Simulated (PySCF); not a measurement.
Start geometry of (H2B-mu-SH)2 (B2H6S2) from GFN2-xTB (Å):
```
atom  x, y, z in Å
B1     1.306    0.012    0.403
H2     1.510    0.303    1.502
H3     2.058   -0.068   -0.405
S4     0.083    1.473   -0.227
B5    -1.301    0.012    0.171
H6    -2.047   -0.139   -0.695
H7    -1.716    0.238    1.267
S8     0.051   -1.419    0.357
H9     0.081    1.253   -1.472
H10    0.099   -1.741   -0.897
```

What comes out of this run: PBE0-D3(BJ)/def2-SVP geometry optimisation, gas phase (PySCF 2.14.0)?

```
atom  x, y, z in Å
B1     1.2563    0.0618    0.3851
H2     1.4186    0.2941    1.5607
H3     2.2379   -0.0803   -0.3041
S4     0.0191    1.4409   -0.2745
B5    -1.2734    0.0404    0.2126
H6    -2.1517   -0.1157   -0.6015
H7    -1.5958    0.2684    1.3556
S8     0.0040   -1.4526    0.2975
H9     0.1118    1.1890   -1.6013
H10    0.0979   -1.7229   -1.0256
```

The energy falls by 0.544 eV over 9 energy and gradient evaluations, the largest force component goes from 0.0574 to 1.1e-04 Eh/bohr, and the atoms move by 0.126 Å rms after alignment. The bond that changes most is B1–H3 (ends: boron bonded to 2 S and 2 H; hydrogen on boron), which lengthens by 0.101 Å. Bonds longer at the end by more than 0.005 Å: 7 of 10; shorter: 3. Among the angles that change most is H3–B1–S4, from 103.7° to 113.7°. Among the dihedrals that turn most is H3–B1–S8–B5, from -121° to -137°. Rotational constants go from 8391, 3312, 2584 to 8446, 3290, 2615 MHz. The orientation of the end geometry is arbitrary; only internal coordinates are fixed.

The run used 94 basis functions and 52 SCF cycles in all.

Whether it is a minimum is left open (no frequencies). One conformer, not necessarily the lowest.
